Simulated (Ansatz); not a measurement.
Compare A (`COB(C)O`) with its isomer B (`CCOBO`).

Isolated molecules relaxed with PBE0-D4/def2-TZVP in Ansatz; ΔE leaves out vibrations. CCSD(T)/CBS is the MP2 limit (def2-TZVPP, def2-QZVPP) plus CCSD(T) − MP2 in def2-TZVPP, frozen cores. DFT in def2-TZVPP. B3LYP here is the variant with VWN-RPA as its local correlation; programs differ in this. One conformer a species, not always the lowest.

A:

```xyz
12

C     0.011    0.362    1.659
O     0.946    0.233    0.614
B     0.567   -0.090   -0.660
C    -0.920   -0.329   -1.097
O     1.566   -0.200   -1.582
H    -0.414   -0.609    1.933
H    -0.807    1.037    1.391
H     0.531    0.771    2.526
H    -1.518    0.580   -0.968
H    -0.987   -0.629   -2.142
H    -1.401   -1.099   -0.486
H     2.427   -0.027   -1.189
```

B:

Z-matrix (Å, degrees):
```
C
C 1 1.509
H 1 1.092 2 110.8
H 1 1.093 2 110.3 3 119.9
H 1 1.092 2 110.6 3 -120.2
O 2 1.418 1 110.6 3 63.1
H 2 1.095 1 110.7 3 -58.9
H 2 1.094 1 110.5 3 -178.3
B 6 1.356 2 121.7 1 -111.7
O 9 1.356 6 119.7 2 178.9
H 9 1.199 6 121.9 2 -1.2
H 10 0.962 9 112.0 6 -0.1
```

Problem. Which is lower in electronic energy at CCSD(T)/CBS, and by how much? (Estimate.)

Solution. The calculation gave: A, by 32.5 kJ/mol.

Problem. Give E(B) − E(A) in kJ/mol with B3LYP-D4, HF/def2-TZVPP, CCSD/def2-TZVPP, B2PLYP, ωB97M-V, r2SCAN-D4, B3LYP. (An estimate is asked.)

Solution. Ansatz gave: B3LYP-D4 32.9, HF/def2-TZVPP 28.1, CCSD/def2-TZVPP 32.2, B2PLYP 31.2, ωB97M-V 34.1, r2SCAN-D4 35.8, B3LYP 30.8. None reverses the order clearly.

Largest T1 diagnostic: 0.012.

In def2-TZVPP, CCSD(T) changes the Hartree–Fock value by +4.0 kJ/mol (the triples alone add −0.0 kJ/mol) and MP2 by +4.3 kJ/mol.
